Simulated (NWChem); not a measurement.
# NH$_{3}$Se; SMILES N[SeH]

Program: NWChem. Pople sets run with spherical d functions. STO-3G and 3-21G are far too small for this property and stand as cheap habits. Geometry: optimised at PBE0-D3(BJ)/def2-TZVP. B3LYP is NWChem's, with the RPA form of VWN correlation. Field at 589 nm.

| level | isotropic polarisability (bohr³) | anisotropy (bohr³) | relative time |
|---|---|---|---|
| B3LYP/STO-3G | 12.5 | 11.1 | 1 |
| B3LYP/6-31G* | 27.7 | 9.7 | 6 |
| B3LYP/def2-SVP | 28.1 | 11.2 | 5 |
| B3LYP/def2-SVPD | 41.1 | 8.0 | 10 |
| B3LYP/aug-cc-pVDZ | 40.8 | 9.5 | 60 |
| B3LYP/def2-TZVPD | 42.1 | 8.6 | 40 |

Relative times are rough (shared machine, one core).
